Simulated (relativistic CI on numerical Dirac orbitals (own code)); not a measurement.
Computed by Dirac-Coulomb-Breit CI, KLI orbitals optimised for each configuration, model QED (radiative potential, 1s self-energy scaled to tabulated hydrogen-like ionisation energies), unscaled Slater integrals (own radial code, finite nucleus).

CI space (outside the closed core 1s2): 2s2, 2s 2p, 2p2, 2p 3s, 2p 3p, 2s 3s, 2s 3p, 2s 3d, 2s 4s, 2s 4p, 2s 4d, 2s 4f, 2s 5s, 3s2, 2s 5p, 2s 5d, 2s 5f, 2s 5g, 3s 3p, 3p2. Levels of other configurations are missing.

At this charge energies of transitions that change n are usually good to better than 1 %, and those within a shell (Δn = 0) to a few per cent.

Outline of the computed level scheme of Os LXXIII. Lowest level of each configuration: 2s2 1S_0 at 0.0 eV; 2s 2p 3P°_0 at 181.3 eV; 2p2 3P_0 at 509.2 eV; 2s 3s 3S_1 at 11687.7 eV; 2s 3p 3P°_0 at 11772.5 eV; 2p 3s 3P°_0 at 11912.0 eV; 2p 3p 3D_1 at 11962.9 eV; 2s 3d 3D_1 at 12301.5 eV; 2s 4s 3S_1 at 15680.5 eV.

Some strong electric-dipole decays among the lowest 36 levels: 2s 3d 3D_3 → 2s 2p 3P°_2 (1.9e+15 s⁻¹); 2s 3d 3D_2 → 2s 2p 3P°_1 (1.8e+15 s⁻¹); 2s 3d 1D_2 → 2s 2p 1P°_1 (1.5e+15 s⁻¹); 2s 3d 3D_1 → 2s 2p 3P°_0 (1.2e+15 s⁻¹); 2p 3p 3P_0 → 2s 2p 3P°_1 (8.7e+14 s⁻¹); 2s 3p 1P°_1 → 2s2 1S_0 (7.4e+14 s⁻¹); 2p 3p 3P_1 → 2s 2p 3P°_2 (6.7e+14 s⁻¹); 2p 3p 3D_1 → 2s 2p 3P°_1 (5.9e+14 s⁻¹).

LS names give the leading component of a level, which can be under half, so a name can repeat, a term be missing and a line seem to break the LS rules.
